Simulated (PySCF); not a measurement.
Al(All)(H)2 (C₃H₇Al), SMILES C=C[CH2][AlH2].

Geometry: B3LYP-D3(BJ)/def2-SVP. The structure was generated by enumeration; whether it is a known compound was not checked. The values are those of a single conformer.

Calculation: PySCF 2.14.0 with TDA-PBE/def2-SVPD.

Vertical excitations. Isolated molecule, no solvent.

Task: List the lowest excited states. (The exact figures need the calculation; the answer reports its results.)

Result: 
```tsv
state	energy (eV)	λ (nm)	f	main pairs
S1	5.27	235	0.101	HOMO→LUMO 50 %, HOMO−1→LUMO 26 %, HOMO→LUMO+1 12 %
S2	5.43	228	0.048	HOMO→LUMO+1 75 %, HOMO→LUMO 13 %
S3	5.63	220	0.115	HOMO−1→LUMO 70 %, HOMO→LUMO 16 %
S4	5.96	208	0.010	HOMO→LUMO+2 96 %
S5	6.24	199	0.003	HOMO−1→LUMO+1 99 %
S6	6.50	191	0.074	HOMO→LUMO+3 78 %, HOMO→LUMO+4 13 %
S7	6.59	188	0.006	HOMO→LUMO+4 67 %, HOMO−2→LUMO 24 %
S8	6.80	182	0.004	HOMO→LUMO+5 91 %
S9	6.97	178	0.077	HOMO−1→LUMO+2 37 %, HOMO−2→LUMO 29 %, HOMO→LUMO+4 8 %, HOMO→LUMO+3 6 %
S10	7.02	177	0.077	HOMO−1→LUMO+2 61 %, HOMO−2→LUMO 18 %
T1	3.74	332	0	HOMO→LUMO 98 %
T2	4.76	261	0	HOMO→LUMO+1 99 %
T3	5.18	239	0	HOMO−1→LUMO 98 %
T4	5.64	220	0	HOMO−2→LUMO 90 %
```
Triplets are in the Tamm–Dancoff approximation.
